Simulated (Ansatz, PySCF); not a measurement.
Process, species as SMILES: N (NH3) -> [NH2] (NH2) + H atom (the H-N bond at the site shown breaks; other sites are not compared here)
Each molecule is optimised on its own at B3LYP-D3(BJ)/def2-TZVP (Ansatz, a program for electronic structure).

Wanted: bond dissociation energy (electronic energy difference), in kcal/mol. Valence correlation only, unless marked. UHF or UKS for open shells. No spin-orbit coupling. Non-relativistic. Basis-set limits of correlation are two-point, X^-3; Hartree-Fock from the larger set (for Q and 5 zeta extrapolated as (X+1)exp(-9√X)).

```
level                               program  bond dissociation energy (kcal/mol)  minus last row
----------------------------  -------------  -----------------------------------  --------------
HF/def2-SVP                          Ansatz                                 82.9           -32.4
PBE0/6-31G*                          Ansatz                                109.1            -6.2
PW6B95-D4/def2-TZVPD          PySCF + dftd4                                113.8            -1.5
SCS-MP2/aug-cc-pVDZ                  Ansatz                                110.6            -4.7
CCSD/aug-cc-pVTZ                     Ansatz                                112.2            -3.1
CCSD/cc-pV5Z                         Ansatz                                113.5            -1.8
CCSD(T)/CBS(cc-pVQZ,cc-pV5Z)         Ansatz                                115.3             0.0
```
